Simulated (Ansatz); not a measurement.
Abridged output of a molecular run in Ansatz:

```
Functional definition: HF
1751 factors; integrals over basis functions are off by at most 9.2e-4 eV
mean field evaluation 1: about -20415.5699 eV, gradient 4.5e1 eV
mean field evaluation 2: about -20415.8734 eV, gradient 4.6e1 eV
mean field evaluation 4: about -20420.5475 eV, gradient 4.6e0 eV
mean field evaluation 8: about -20420.6323 eV, gradient 3.4e-1 eV
mean field evaluation 16: about -20420.6328 eV, gradient 2.8e-6 eV
mean field -20420.63277416 eV, -750.4444128482 hartree, gradient 2.7e-6 eV, S^2 0.000000; 0 other end points of the search recorded, 0 dependent functions left out
13 core orbitals not correlated: weight in the atoms' cores, before any rotation towards them, 1.000 or more for the frozen orbitals, at most 0.000 for the correlated occupied ones
reference -20420.63277416 eV, -750.4444128482 hartree; 16, 16 occupied and 274, 274 virtual orbitals, 1751 factors
second order -23.88047905 eV of doubles, -0.00000000 eV of singles
cycle   1  -24.70647853 eV  change   -8.3e-1 eV  update   1.1e-1
cycle   2  -25.34770104 eV  change   -6.4e-1 eV  update   3.3e-2
cycle   3  -25.47840950 eV  change   -1.3e-1 eV  update   1.7e-2
cycle   4  -25.46648514 eV  change    1.2e-2 eV  update   4.1e-3
cycle   5  -25.46498188 eV  change    1.5e-3 eV  update   1.9e-3
cycle   6  -25.46543187 eV  change   -4.5e-4 eV  update   5.5e-4
cycle   7  -25.46509217 eV  change    3.4e-4 eV  update   2.1e-4
cycle   8  -25.46502749 eV  change    6.5e-5 eV  update   6.4e-5
cycle   9  -25.46505284 eV  change   -2.5e-5 eV  update   2.6e-5
perturbative correction -0.92749270 eV, -0.0340847280 hartree
Total energy: -20447.02531970 eV, -751.4143210074 hartree
```

Its atoms:

```xyz
14

C     1.989    0.845    0.637
O     0.646    1.163    0.362
Si   -0.303    0.242   -0.629
N    -1.764    1.025   -1.027
Si   -0.853   -1.783    0.423
H     2.568    0.703   -0.284
H     2.430    1.671    1.197
H     2.074   -0.066    1.241
H     0.456    0.020   -1.894
H    -1.776    1.805   -1.665
H    -2.516    1.084   -0.361
H    -1.323   -2.793   -0.565
H    -1.942   -1.562    1.417
H     0.315   -2.355    1.148
```

Question: Which basis set was used?
A. def2-SVPD
B. def2-SVP
C. cc-pV(Q+d)Z
D. def2-TZVPP

Answer: D. It gives 303 functions.

Question: Write the keys of the input that set method, charge and spin (a neutral closed shell needs none for the last two).

Answer: 
```yaml
correlation: {method: ccsd_t}
```
